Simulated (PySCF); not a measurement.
FeO3, multiplicity 1. Atoms are numbered in the order given.

```xyz
4

Fe     0.0000     0.0000     0.0000
O      1.5545     0.0000     0.0000
O     -0.7772     1.3462     0.0000
O     -0.7772    -1.3462     0.0000
```

Geometry: r2SCAN-D4/def2-SVP. The multiplicity is an assumed one; other spin states were not compared.

These are PySCF with PBE/pcSseg-2 values and carry that method's errors.

GIAO shieldings, no solvent; atoms alike by connectivity are averaged. δ = σ(ref) − σ: ¹⁷O against H2O (σ = 327.5 ppm), references at their B3LYP-D3(BJ)/def2-TZVP geometries, non-relativistic.

| nucleus | atoms | count | δ (ppm) |
|---|---|---|---|
| ¹⁷O | O2, O3, O4 | 3 | 1467.5 |
